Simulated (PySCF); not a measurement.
# SMILES [H]/N=C\c1ccc(N)o1, C$_{5}$H$_{6}$N$_{2}$O

Molfile (atoms numbered from 1):
```
C5H6N2O
     RDKit          3D

 14 14  0  0  0  0  0  0  0  0999 V2000
    3.2033   -0.5599    0.1112 N   0  0  0  0  0  0  0  0  0  0  0  0
    2.0171   -0.9891    0.2199 C   0  0  0  0  0  0  0  0  0  0  0  0
    0.7896   -0.2561    0.0794 C   0  0  0  0  0  0  0  0  0  0  0  0
    0.5238    1.0683   -0.1859 C   0  0  0  0  0  0  0  0  0  0  0  0
   -0.8739    1.2137   -0.2098 C   0  0  0  0  0  0  0  0  0  0  0  0
   -1.3836   -0.0390    0.0421 C   0  0  0  0  0  0  0  0  0  0  0  0
   -2.6754   -0.4653    0.2065 N   0  0  0  0  0  0  0  0  0  0  0  0
   -0.4010   -0.9297    0.2142 O   0  0  0  0  0  0  0  0  0  0  0  0
    3.2692    0.4354   -0.0997 H   0  0  0  0  0  0  0  0  0  0  0  0
    1.8986   -2.0459    0.4445 H   0  0  0  0  0  0  0  0  0  0  0  0
    1.2455    1.8444   -0.3447 H   0  0  0  0  0  0  0  0  0  0  0  0
   -1.4336    2.1084   -0.3854 H   0  0  0  0  0  0  0  0  0  0  0  0
   -2.8008   -1.4643    0.1506 H   0  0  0  0  0  0  0  0  0  0  0  0
   -3.3794    0.0785   -0.2649 H   0  0  0  0  0  0  0  0  0  0  0  0
  9  1  1  0
  1  2  2  0
  2  3  1  0
  3  4  2  0
  4  5  1  0
  5  6  2  0
  6  7  1  0
  6  8  1  0
  8  3  1  0
  2 10  1  0
  4 11  1  0
  5 12  1  0
  7 13  1  0
  7 14  1  0
M  END
```

Theory: GIAO LC-wPBE/ANO-RCC-VDZP magnetisability, rotational g tensor and spin-rotation constants, non-relativistic, gas phase (PySCF 2.14.0). Geometry: GFN2-xTB.

(1) What are the magnetisability and the molar susceptibility?

(2) Split it along the inertial axes a, b, c into diamagnetic and paramagnetic parts about the centre of mass, with the quadrupole moment.

(3) And the rotational g tensor?

Results:

(1) Isotropic -1018 × 10⁻³⁰ J/T², or -61.3 × 10⁻⁶ cm³/mol; principal values -1452, -869, -734 × 10⁻³⁰ J/T², anisotropy 660 × 10⁻³⁰ J/T² (root of half the summed squared differences of the principal values). The susceptibility is in cgs units.

(2) 
```csv
axis,χ (10⁻⁶ cm³/mol),diamagnetic (10⁻⁶ cm³/mol),paramagnetic (10⁻⁶ cm³/mol),summed x² of all electrons (Å²),quadrupole Θ (D Å)
a,-52.2,-275.5,223.3,217.1,-3.00
b,-44.3,-964.9,920.6,54.6,+8.47
c,-87.4,-1152.4,1065.0,10.4,-5.47
```
Anisotropies 2χaa − χbb − χcc = +27.4 and 2χbb − χaa − χcc = +50.9 × 10⁻⁶ cm³/mol. Θ is traceless in Buckingham's convention.

(3) 
```csv
axis,rotational constant (GHz),g,nuclear part,electronic part
a,6.5387,-0.0808,0.6052,-0.6860
b,1.3383,-0.0257,0.5530,-0.5788
c,1.1118,+0.0054,0.5616,-0.5562
```
Asymmetric top; isotopes 12C, 1H, 14N, 16O; no vibrational averaging.
